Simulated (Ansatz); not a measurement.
Calculated with Ansatz (gas phase, PBE0-D4/def2-TZVP geometries, no zero-point term in ΔE). CBS: MP2 limit from def2 TZ/QZ plus the TZ coupled-cluster correction, frozen cores. This one scheme is used for every species, atoms too. DFT in def2-TZVPP. Open shells (•) are unrestricted, without spin–orbit coupling. Spin–orbit coupling would lower the free atoms: a little for C, F; clearly for Br; strongly for I. def2 core potentials past Kr. For Br, I outer-core shells are correlated without core-valence functions, so the limit isn't a true one: a few kJ/mol of doubt a bond, and 10 to 20 or more in all where bonds break to atoms. Scalar relativity is left out up to krypton.

`FC(F)(Br)I` → Br• + C• + 2 F• + I•  (atomization)

Task: What is ΔE at CCSD(T)/CBS? (Estimate.)

Result: Computed: +354.5 kcal/mol.

Task: What do these levels give: B97M-V, CAM-B3LYP-D4, PBE-QIDH, r2SCAN0, CCSD(T)/def2-SVP, CCSD/def2-TZVPP? (Estimate.)

Result: Ansatz gave: B97M-V 351.0, CAM-B3LYP-D4 348.8, PBE-QIDH 349.5, r2SCAN0 338.9, CCSD(T)/def2-SVP 319.9, CCSD/def2-TZVPP 324.0 kcal/mol.

Largest T1 diagnostic among the species: 0.010.

The D4 term adds +6.4 kcal/mol with B3LYP and +3.2 kcal/mol with PBE0; it sums over pairs of atoms, weighted by their polarisabilities, and B3LYP, whose exchange is more repulsive, gets the larger term. From BLYP to BHLYP (50 % exact exchange), in def2-TZVPP and without D4, ΔE moves by −35.4 kcal/mol: exact exchange takes away binding that semilocal exchange gives to molecules.

B3LYP here is the variant with VWN-RPA as its local correlation; programs differ in this.

For atomizations the MP2-based limit and the directly extrapolated one differ by several kJ/mol either way, and by 10 to 25 for some Ge, Se and Sn compounds, so smaller differences from it don't rank the levels.
